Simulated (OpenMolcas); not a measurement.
**Ionisation energies of praseodymium**

```yaml
Program: OpenMolcas
Basis: ANO-R2 [8s6p3d3f1g]
Scalar_Hamiltonian: X2C, finite nucleus
Spin-orbit_coupling: RASSI with atomic mean-field integrals over the reference wave functions, term energies averaged over their components
```

Active shells in each charge state: the valence f shell, with orbitals averaged over the low states. Where CASPT2's correlated closed shells are named, they are those of the first ion.

A. CASSCF
B. SS-CASPT2, IPEA 0.25 Eh, imaginary shift 0.1 Eh (closed shells correlated: 5s 5p)
C. SS-CASPT2, IPEA 0.25 Eh, imaginary shift 0.1 Eh (closed shells correlated: 4d 5s 5p)
D. SS-CASPT2, IPEA 0 Eh, imaginary shift 0.1 Eh (closed shells correlated: 5s 5p)

Energies in eV between the lowest computed levels, named as in B; reference values from the NIST Atomic Spectra Database with their kind.

| From | To | A | B | C | D | Spin-orbit share in B | Reference |
| --- | --- | --- | --- | --- | --- | --- | --- |
| Pr2+ 4f3 4I* 9/2 | Pr3+ 4f2 3H4 | 19.733 | 21.507 | 21.432 | 21.618 | +0.005 | 21.624 (measured) |
| Pr3+ 4f2 3H4 | Pr4+ 4f 2F* 5/2 | 37.728 | 38.867 | 38.640 | 38.944 | +0.110 | 38.981 (semi-empirical) |
| Pr4+ 4f 2F* 5/2 | Pr5+ 5p6 1S0 | 57.429 | 58.269 | 57.838 | 58.278 | +0.228 | 57.530 (semi-empirical) |

Error against the reference values, in %:

```csv
From,Reference,A,B,C,D
Pr2+,measured,-8.7,-0.5,-0.9,0
Pr3+,semi-empirical,-3.2,-0.3,-0.9,-0.1
Pr4+,semi-empirical,-0.2,+1.3,+0.5,+1.3
```

Absolute error against the one measured value: A 1.89 eV, B 0.12 eV, C 0.19 eV, D 0.01 eV. D lies closest.

The lowest level within the active space need not be the ion's true ground level.

* marks odd parity.
